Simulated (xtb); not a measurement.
C$_{2}$H$_{2}$Cl$_{2}$, triplet, geometry from GFN2-xTB (a higher spin typed on purpose: for a closed-shell molecule this is an excited state); GFN2-xTB with GBSA(acetonitrile) (xtb).

Input for xtb:
```
$ xtb mol.xyz --gfn 2 --uhf 2 --gbsa acetonitrile --json

# file mol.xyz
6

Cl     1.84580219     0.10502188     0.36542902
C      0.62756750    -0.33863555    -0.77902184
C     -0.61363959     0.33010290    -0.79364259
Cl    -1.85199473    -0.10122815     0.33379943
H      0.79134647    -1.31157673    -1.21145625
H     -0.76964071     1.29827915    -1.23944078
```

Output, abridged:

```
   ID    Z sym.   atoms
    1   17 Cl     1, 4
    2    6 C      2, 3
    3    1 H      5, 6

           -------------------------------------------------
          |                Calculation Setup                |
           -------------------------------------------------

           -------------------------------------------------
          |                 G F N 2 - x T B                 |
           -------------------------------------------------

      * Solvation model:               GBSA
        Solvent                        acetonitrile
        Parameter file                 internal GFN2-xTB/GBSA
        Dielectric constant                3.7500E+01
        Reference state                gsolv [1 M gas/solution]
        Free energy shift                  2.0473E-03 Eh       1.2847E+00 kcal/mol
        Temperature                        2.9815E+02 K
        Density                            7.8600E-01 kg/L
        Solvent mass                       4.1050E+01 g/mol
        Interaction kernel             Still
        Born radius scaling (c1)           1.5800E+00
        Born radii integrator          GBOBC
        Born offset                        1.3788E-02 a0       2.6056E-02 AA
        H-bond correction              true
        Ion screening                  false
        Surface tension                    1.0000E-05 Eh       1.5569E+01 dyn/cm
        Grid points                               230 per atom

          ...................................................
          :                      SETUP                      :
          :.................................................:
          :  # basis functions                  30          :
          :  # atomic orbitals                  28          :
          :  # shells                           12          :
          :  # electrons                        24          :
          :  max. iterations                   250          :
          :  Hamiltonian                  GFN2-xTB          :
          :  restarted?                      false          :
          :  GBSA solvation                   true          :
          :  PC potential                    false          :
          :  electronic temp.          300.0000000     K    :
          :  accuracy                    1.0000000          :
          :  -> integral cutoff          0.2500000E+02      :
          :  -> integral neglect         0.1000000E-07      :
          :  -> SCF convergence          0.1000000E-05 Eh   :
          :  -> wf. convergence          0.1000000E-03 e    :
          :  Broyden damping             0.4000000          :
          :  net charge                          0          :
          :  unpaired electrons                  2          :
          ...................................................

 iter      E             dE          RMSdq      gap      omega  full diag
   1    -14.3276775 -0.143277E+02  0.433E+00    5.15       0.0  T
   2    -14.3356517 -0.797421E-02  0.228E+00    5.41       1.0  T
   3    -14.3355531  0.986655E-04  0.112E+00    5.24       1.0  T
   4    -14.3368158 -0.126267E-02  0.101E-01    5.31       1.0  T
   5    -14.3368158  0.234036E-08  0.367E-02    5.31       1.1  T
   6    -14.3368193 -0.357000E-05  0.210E-02    5.31       1.9  T
   7    -14.3368205 -0.114143E-05  0.862E-03    5.31       4.7  T
   8    -14.3368206 -0.177770E-06  0.215E-03    5.31      19.0  T
   9    -14.3368207 -0.125791E-07  0.685E-04    5.31      59.6  T
  10    -14.3368207 -0.739691E-09  0.243E-04    5.31     167.9  T

   *** convergence criteria satisfied after 10 iterations ***

 transition dipole moment (au) for excitation:          12          13
     X       Y       Z
  -1.2023   0.3070  -0.0123  total (au/Debye):    1.241   3.154
 dE (eV)             :    0.289
 oscillator strength :  0.15414E-01

         :::::::::::::::::::::::::::::::::::::::::::::::::::::
         ::                     SUMMARY                     ::
         :::::::::::::::::::::::::::::::::::::::::::::::::::::
         :: total energy             -14.259138328670 Eh    ::
         :: total w/o Gsasa/hb       -14.253804475172 Eh    ::
         :: gradient norm              0.004927018059 Eh/a0 ::
         :: HOMO-LUMO gap              5.313766443891 eV    ::
         ::.................................................::
         :: SCC energy               -14.336819919807 Eh    ::
         :: -> isotropic ES            0.004674297983 Eh    ::
         :: -> anisotropic ES         -0.001270900285 Eh    ::
         :: -> anisotropic XC          0.004516750446 Eh    ::
         :: -> dispersion             -0.003715856017 Eh    ::
         :: -> Gsolv                  -0.006645011689 Eh    ::
         ::    -> Gelec               -0.001311158191 Eh    ::
         ::    -> Gsasa               -0.006903239826 Eh    ::
         ::    -> Ghb                 -0.000477889024 Eh    ::
         ::    -> Gshift               0.002047275352 Eh    ::
         :: repulsion energy           0.077681591136 Eh    ::
         :: add. restraining           0.000000000000 Eh    ::
         :: total charge              -0.000000000000 e     ::
         :::::::::::::::::::::::::::::::::::::::::::::::::::::

           -------------------------------------------------
          |                Property Printout                |
           -------------------------------------------------

    * Orbital Energies and Occupations

         #    Occupation            Energy/Eh            Energy/eV
      -------------------------------------------------------------
         1        2.0000           -1.0698498             -29.1121
         2        2.0000           -1.0697910             -29.1105
         3        2.0000           -0.6378068             -17.3556
         4        2.0000           -0.5806620             -15.8006
         5        2.0000           -0.5270925             -14.3429
         6        2.0000           -0.5218514             -14.2003
         7        2.0000           -0.5194794             -14.1358
         8        2.0000           -0.4653499             -12.6628
         9        2.0000           -0.4594293             -12.5017
        10        2.0000           -0.4412800             -12.0078
        11        2.0000           -0.4267230             -11.6117
        12        1.0000           -0.3471196              -9.4456
        13        1.0000           -0.3365032              -9.1567 (HOMO)
        14                         -0.1412259              -3.8430 (LUMO)
        15                         -0.1336283              -3.6362
        16                         -0.0045601              -0.1241
        17                          0.0013475               0.0367
        18                          0.0021834               0.0594
        19                          0.0024097               0.0656
        20                          0.0024834               0.0676
        21                          0.0027766               0.0756
        22                          0.0116561               0.3172
        23                          0.0120548               0.3280
        24                          0.1201321               3.2690
       ...                                ...                  ...
        28                          0.3954168              10.7598
      -------------------------------------------------------------
                  HL-Gap            0.1952773 Eh            5.3138 eV
             Fermi-level           -0.3128929 Eh           -8.5143 eV

     #   Z          covCN         q      C6AA      α(0)
     1  17 Cl       0.919    -0.106   102.440    15.484
     2   6 C        2.824     0.003    27.956     8.664
     3   6 C        2.824     0.003    27.956     8.664
     4  17 Cl       0.919    -0.106   102.440    15.484
     5   1 H        0.926     0.103     1.755     2.072
     6   1 H        0.926     0.103     1.755     2.072

 Mol. C6AA /au·bohr⁶  :       1119.436012
 Mol. C8AA /au·bohr⁸  :      38726.161858
 Mol. α(0) /au        :         52.438963

Wiberg/Mayer (AO) data.
largest (>0.10) Wiberg bond orders for each atom

 ---------------------------------------------------------------------------
     #   Z sym  total        # sym  WBO       # sym  WBO       # sym  WBO
 ---------------------------------------------------------------------------
     1  17 Cl   1.265 --     2 C    1.129
     2   6 C    3.377 --     3 C    1.212     1 Cl   1.129     5 H    0.943
     3   6 C    3.377 --     2 C    1.212     4 Cl   1.129     6 H    0.943
     4  17 Cl   1.265 --     3 C    1.129
     5   1 H    0.989 --     2 C    0.943
     6   1 H    0.989 --     3 C    0.943
 ---------------------------------------------------------------------------

Topologies differ in total number of bonds
Writing topology from bond orders to xtbtopo.mol

molecular dipole:
                 x           y           z       tot (Debye)
 q only:        0.006      -0.003      -0.626
   full:        0.003      -0.002      -0.336       0.855
molecular quadrupole (traceless):
                xx          xy          yy          xz          yz          zz
 q only:       -3.269      -1.350       1.802      -0.035      -0.014       1.467
  q+dip:       -2.862      -1.948       2.882      -0.015      -0.033      -0.020
   full:       -2.624      -1.109       2.012      -0.023      -0.017       0.613

           -------------------------------------------------
          | TOTAL ENERGY              -14.259138328670 Eh   |
          | GRADIENT NORM               0.004927018059 Eh/α |
          | HOMO-LUMO GAP               5.313766443891 eV   |
           -------------------------------------------------

normal termination of xtb
```
